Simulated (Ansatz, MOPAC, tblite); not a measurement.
Bond stretch in CLi (anion, charge -1), lowest triplet found (which spin is the ground state isn't settled by this scan). Each curve is given relative to its own lowest point between 1.68 and 2.58 Å, where full CI is lowest.

```tsv
R / Å	A	B	C
1.47	0.516	0.845	2.590
1.58	0.153	0.090	1.075
1.68	0.020	0.872	0.594
1.77	0.000	0.535	0.306
1.86	0.021	0.286	0.126
1.94	0.057	0.143	0.037
2.00	0.094	0.074	0.006
2.07	0.146	0.024	0.000
2.11	0.180	0.008	0.008
2.22	0.287	0.000	0.065
2.32	0.396	0.026	0.146
2.44	0.533	0.083	0.262
2.58	0.685	—	0.407
2.76	0.874	—	0.586
2.98	1.096	—	0.774
3.28	1.342	—	0.964
3.64	1.558	—	1.108
4.04	1.717	—	—
4.45	1.813	—	—
```

Energies in eV.

Q: Assign the columns to these levels of theory: AM1, unrestricted, heats of formation (MOPAC); GFN2-xTB, 300 K electronic temperature (tblite); Ansatz (a first-principles code) with CCSD on ROHF/aug-cc-pVDZ, frozen core.

A: A is GFN2-xTB; B is ROCCSD; C is AM1.

A dash means that the run gave no value there, or that the column was ended at a point which the program doubted or which failed a test of continuity chosen for this set; such a test can also cut sound points.

Where the anion isn't bound against loss of the electron, the finite basis alone holds it. The T1 diagnostic of CCSD on the restricted reference of ROCCSD exceeds 0.045 at 1.47 to 1.58, 2.58 to 5.11, 6.95 Å. At the minimum ROCCSD lies far from FCI: another state is possible.
